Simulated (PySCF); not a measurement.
GeF4, SMILES [F][Ge]([F])([F])[F]. Geometry: TPSSh-D3(BJ)/def2-SVP. The isomer is the one that the SMILES or the coordinates give; other isomers of the formula were not compared.

Computed equilibrium geometry at TPSSh-D3(BJ)/def2-SVP (PySCF confirms it by a frequency run) as Cartesian coordinates in Å, and its point group:
point group Td.
```xyz
5

F      0.9855     0.9855    -0.9855
Ge     0.0000     0.0000     0.0000
F     -0.9855     0.9855     0.9855
F     -0.9855    -0.9855    -0.9855
F      0.9855    -0.9855     0.9855
```
